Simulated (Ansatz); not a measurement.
The pair A = NH3 (SMILES N) (first 4 atoms), B = CH3Cl (SMILES CCl); geometry from B3LYP-D3(BJ)/def2-TZVP.
(charge 0, multiplicity 1):
```tsv
atom	x (Å)	y (Å)	z (Å)
N	0.2794	0.0828	0.0081
H	0.4386	0.8648	-0.6166
H	0.1386	-0.7398	-0.5668
H	-0.5888	0.2603	0.5029
C	0.6137	0.1146	3.3701
Cl	-1.1542	0.4396	3.2343
H	1.0028	0.0158	2.3604
H	1.0666	0.9525	3.8914
H	0.7403	-0.8026	3.9372
```

Frozen-core correlation. MP2 and its Hartree–Fock in aug-cc-pV(Q+d)Z, aug-cc-pV(T+d)Z are density fitted.

Codes used: Ansatz (Gaussian orbitals). 

The counterpoise-corrected interaction energy is E(AB) − E(A in the pair's basis) − E(B in the pair's basis). Total energies (hartree):

```
level                              AB  A in the pair's basis  B in the pair's basis
-----------------------  ------------  ---------------------  ---------------------
HF/aug-cc-pV(T+d)Z       -555.3716159            -56.2202526           -499.1496149
MP2/aug-cc-pV(T+d)Z      -555.9967467            -56.4607624           -499.5309339
HF/aug-cc-pV(Q+d)Z       -555.3807967            -56.2238752           -499.1551721
MP2/aug-cc-pV(Q+d)Z      -556.0458187            -56.4777712           -499.5627889
CCSD(T)/aug-cc-pV(T+d)Z  -556.0638910            -56.4807523           -499.5781832
```

Question: Work out the counterpoise-corrected interaction energy at the basis-set limit: extrapolate the MP2 correlation part as X⁻³, take Hartree–Fock from the larger set, and add the CCSD(T) − MP2 difference of aug-cc-pV(T+d)Z.

Answer: 
1. Differences (1 hartree = 627.509 kcal/mol): HF/aug-cc-pV(T+d)Z -1.097; MP2/aug-cc-pV(T+d)Z -3.169; HF/aug-cc-pV(Q+d)Z -1.098; MP2/aug-cc-pV(Q+d)Z -3.300; CCSD(T)/aug-cc-pV(T+d)Z -3.110.
2. Correlation parts, MP2 less HF: -2.072 in aug-cc-pV(T+d)Z (X = 3), -2.202 in aug-cc-pV(Q+d)Z (X = 4).
3. Limit (4³·(-2.202) − 3³·(-2.072))/(4³ − 3³) = -2.297; with HF/aug-cc-pV(Q+d)Z it gives -3.395.
4. CCSD(T) less MP2 in aug-cc-pV(T+d)Z: 0.060.
Result: -3.34 kcal/mol, against -3.17 at MP2/aug-cc-pV(T+d)Z. It is an estimate of this method's limit, not of the exact value.

Ansatz is an electronic-structure program.
